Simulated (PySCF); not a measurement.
# Al (aluminium, neutral) across methods

[Ne] 3s2 4s1, 2S determinant (an excited configuration). Calculation: PySCF 2.14, in dyall-acv3z (19s12p6d4f, 113 functions); the spin-free X2C one-electron Hamiltonian (Gaussian nucleus).

```tsv
method	E (hartree)	mean ε 3s α (eV)	mean ε 3s β (eV)	mean ε 4s α (eV)	Σ⟨r²⟩ (bohr²)	⟨S²⟩
r2SCAN	-242.6561	-10.926	-10.906	-1.754	77.45	0.751
UHF	-242.20803	-13.927	-13.715	-2.624	80.38	0.750
wB97X-V	-242.6482	-14.009	-13.910	-2.746	78.50	0.750
PBE0	-242.5807	-11.783	-11.680	-2.081	78.13	0.750
PBE	-242.5639	-10.796	-10.712	-1.796	77.55	0.750
PW91	-242.6812	-10.838	-10.749	-1.801	77.19	0.750
LDA	-241.6434	-10.870	-10.782	-1.749	75.74	0.750
B3LYP	-242.7230	-11.588	-11.515	-1.922	76.49	0.750
```

The outer electron is Rydberg-like, and this basis confines it to a smaller radius and binds it less than a complete one would.
